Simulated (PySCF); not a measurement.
## Structure revision by computed shifts

A compound C$_{5}$H$_{10}$N$_{2}$Si gives the data below (simulated from a calculation) and was assigned the structure `CCc1cn([SiH3])cn1`.

¹³C{¹H} NMR (computed): δ 147.6 (CH), 141.2 (CH), 121.2 (CH2), 56.8 (CH), 56.6 (CH2).

¹H NMR (400 MHz, computed): δ 6.09 (d, 1H), 5.85 (m, 1H), 5.36 (m, 1H), 5.28 (m, 1H), 4.84 (s, 3H), 3.85 (m, 1H), 3.77 (m, 1H), 3.34 (m, 1H).

Method: geometry: GFN2-xTB, σ from GIAO-PBE0/pcSseg-1, in PySCF (averaged over atoms made equivalent by symmetry, fast rotation or ring inversion, a single conformation, no relativistic terms, in vacuum).

Chemical shifts δ = σref − σ; TMS for ¹H (σref 31.72), ¹³C (σref 186.93), all at this level.

**Question.** Compare with the shifts computed for the proposed structure, pairing carbons in order of shift.

**Answer.** Mapped SMILES: `[CH3:1][CH2:2][c:3]1[cH:4][n:5]([SiH3:6])[cH:7][n:8]1`. Hydrogens are named by the atom that carries them.

| atom | computed for proposal | given list | difference |
| --- | --- | --- | --- |
| C3 | 156.4 | 147.6 | +8.8 |
| C7 | 144.5 | 141.2 | +3.3 |
| C4 | 120.0 | 121.2 | -1.2 |
| C2 | 26.8 | 56.8 | -30.0 |
| C1 | 20.4 | 56.6 | -36.2 |

The rms difference is 21.5 ppm and the largest -36.2 ppm at C1 (methyl carbon). The carbon types in order of shift don't match either: C, CH, CH, CH2, CH3 for the proposal against CH, CH, CH2, CH, CH2 in the data. The proposal doesn't fit.

**Question.** Which isomer fits?

**Answer.** SMILES C(=C)[C@@H]1C=NN([SiH3])C1.

- Carbon types of the structure: 3 × CH, 2 × CH2, leaving 3 H on heteroatoms.
- δC 147.6: alkene CH; as expected for a trigonal carbon in a double bond.
- δC 141.2: C=N carbon.
- δC 121.2: terminal =CH2 carbon; as expected for a trigonal carbon in a double bond.
- δH 3.85, 3.34: hydrogen on an sp3 CH2 bonded to N; its carbon carries N, hence the downfield position.

Other isomers checked: CCc1nccn1[SiH3] (rms 22.5 ppm).

The shifts were computed for this structure.

Shifts are as computed. Against solution values, carbons near 30 ppm lie about +3 ppm off and those near 130 ppm about +5 ppm. Of 1211 compounds with measured shifts, 218 miss one by over three times the rms of a fit or turn the order of signals round; such compounds aren't used in these exercises. No couplings were computed; multiplicities are counted from neighbouring protons, with m where these are inequivalent, close in shift, in a saturated or five-membered ring or joined by F or P, and br s for small geminal =CH2 splittings.
